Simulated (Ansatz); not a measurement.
Total energies of CrNF3 from Ansatz at PBE0-D4/def2-TZVPD, gas phase (1 Eh = 27.2114 eV = 2625.5 kJ/mol). The reference geometry is relaxed at PBE0-D4/def2-SVP.

| state | geometry | energy (Eh) |
| --- | --- | --- |
| charge 0 singlet | reference | -1398.40334 |
| charge -1 doublet | reference | -1398.50313 |
| charge -1 doublet | relaxed at PBE0-D4/def2-SVPD | -1398.53863 |
| free Cr atom (septet) | – | -1044.22561 |
| free N atom (quartet) | – | -54.54388 |
| free F atom (doublet) | – | -99.67703 |

Question: Work out the vertical electron affinity, to the doublet.

Answer: E(charge 0 singlet) − E(charge -1 doublet) = -1398.40334 − (-1398.50313) = 0.09979 Eh = 2.72 eV.

Question: How much does the charge -1 doublet relax, and what is the adiabatic electron affinity?

Answer: Relaxation: -1398.50313 − (-1398.53863) = 0.03550 Eh = 0.97 eV. Adiabatic electron affinity: 0.13529 Eh = 3.68 eV, without zero-point energy. 

Question: What is the binding energy per atom against free atoms?

Answer: Atoms: 1 × (-1044.22561) + 1 × (-54.54388) + 3 × (-99.67703) = -1397.80058 Eh. Binding: -1397.80058 − (-1398.40334) = 0.60276 Eh = 16.40 eV, or 3.28 eV for each of 5 atoms (no zero-point energy, no counterpoise term).

The restricted singlet is unstable towards broken spin symmetry in Hartree–Fock (as tested in another run); at PBE0-D4/def2-TZVPD this wasn't settled. At PBE0-D4/def2-TZVPD the relaxed charge -1 doublet is spin-contaminated (final ⟨S²⟩ up to 0.83, 0.75 for a pure state).
